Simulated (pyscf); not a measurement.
HO–Cd–SH, singlet

Gas-phase minimum from PySCF at ωB97X-D3(BJ)/def2-SVP, one conformer. 

```xyz
5

O     -1.9147     1.4455     0.4746
Cd    -1.2397    -0.3987     0.4363
S     -0.5318    -2.6085     0.4340
H     -1.2401     2.0957     0.2463
H     -0.8184    -2.7974    -0.8698
```
Charge 0, spin multiplicity 1.

Bonds (Å): O1–Cd2 1.964, O1–H4 0.964, Cd2–S3 2.320, S3–H5 1.348. Angles (°): Cd2–O1–H4 112.8, O1–Cd2–S3 177.4, Cd2–S3–H5 94.0.

Properties at ωB97X-D3(BJ)/def2-SVP:

| Property | Value |
|---|---|
| Harmonic wavenumbers, unscaled | 114, 117, 179, 369, 626, 663, 760, 2752, 3899 cm⁻¹ |
| Zero-point energy | 13.6 kcal/mol |
| Rotational symmetry number | 1 |
| Entropy of this conformer at 298 K and 1 atm, rigid rotor and harmonic oscillator, modes under 100 cm⁻¹ raised to 100 | 315.0 J/(mol K) |
| Dipole moment | 1.69 D |

Single-point totals, which compare only within one level (frozen core for MP2 and CC):

```tsv
level	total energy (hartree)
ωB97X-D3(BJ)/def2-TZVP	-642.54425
PBE/def2-TZVP	-642.21890
r²SCAN/def2-TZVP	-642.45865
B3LYP-D3(BJ)/def2-TZVP	-642.54638
PBE0-D3(BJ)/def2-TZVP	-642.23977
M06-2X/def2-TZVP	-642.33839
ωB97M-D3(BJ)/def2-TZVP	-642.54091
HF/def2-TZVPP	-640.50127
MP2/def2-TZVPP	-641.64238
CCSD/def2-TZVPP	-641.62663
CCSD(T)/def2-TZVPP	-641.66495
```

Soft torsions are taken as harmonic, which can shift the entropy by several J/(mol K). The CCSD(T) − MP2 part came from Ansatz, without density fitting, on the same reference. The frozen core leaves the outer d or s,p core shells of the metals and heavy elements correlated in the MP2 and CC values, and def2-TZVPP describes them poorly, so these totals are far from the basis limit. Elements past Kr carry the def2 core potentials, without spin-orbit coupling.
